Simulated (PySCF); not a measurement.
**Does the structure fit the spectrum?**

A compound C6H9ClO gives the data below (simulated from a calculation) and was assigned the structure `CC/C=C(\C)C(=O)Cl`.

$^{13}$C{$^{1}$H} NMR (computed): δ 178.7 (C), 160.4 (C), 138.7 (CH2), 34.2 (CH), 23.4 (CH3, 2C).

$^{1}$H NMR (400 MHz, computed): δ 7.04 (br s, 1H), 6.28 (br s, 1H), 2.94 (sept, 1H), 1.07 (d, 6H).

[PySCF: GIAO PBE0/pcSseg-1 shieldings; geometry: GFN2-xTB; no solvent; rapidly exchanging positions averaged; non-relativistic; one conformer]

Chemical shifts δ = σref − σ; TMS for $^{1}$H, $^{13}$C, all at this level.

(1) Compare with the shifts computed for the proposed structure, pairing carbons in order of shift.

(2) Which isomer fits?

## Answers

(1) Numbering as in the mapped SMILES `[CH3:1][CH2:2]/[CH:3]=[C:4](\[CH3:5])[C:6](=[O:7])[Cl:8]`; H(Xn) means a hydrogen on atom n.

```csv
atom,computed for proposal,given list,difference
C6,176.4,178.7,-2.3
C3,168.3,160.4,+7.9
C4,135.6,138.7,-3.1
C2,28.8,34.2,-5.4
C1,14.9,23.4,-8.5
C5,13.7,23.4,-9.7
```

The rms difference is 6.7 ppm and the largest -9.7 ppm at C5 (allylic methyl carbon). The proposal also would give 6 carbon signals, not 5. The carbon types in order of shift don't match either: C, CH, C, CH2, CH3, CH3 for the proposal against C, C, CH2, CH, CH3, CH3 in the data. The proposal doesn't fit.

(2) `ClC(C(=C)C(C)C)=O`.

Carbon types of the structure: 2 × C, 1 × CH, 1 × CH2, 2 × CH3, which accounts for all hydrogens. δC 178.7: carbonyl carbon. δC 160.4: α carbon of a C=C–C=O unit; an sp2 carbon of a C=C bond. δC 138.7: β carbon of a C=C–C=O unit; conjugation with the carbonyl draws π density from the β position. δC 23.4: methyl carbon; a saturated carbon with 1 carbon neighbour and no heteroatom attached.

Other isomers checked: C=C(Cl)C(=C)OCC (rms 31.3 ppm).

The shifts were computed for this structure.

Carbons that carry Cl, above all several Cl atoms, come out too deshielded, partly because spin–orbit coupling is missing. Shifts are as computed. Against solution values, carbons near 30 ppm lie about +3 ppm off and those near 130 ppm about +5 ppm; carbons on Cl a further +6 ppm. Of 1211 compounds with measured shifts, 218 miss one by over three times the rms of a fit or turn the order of signals round; such compounds aren't used in these exercises. No couplings were computed; multiplicities are counted from neighbouring protons, with m where these are inequivalent, close in shift, in a saturated or five-membered ring or joined by F or P, and br s for small geminal =CH2 splittings.
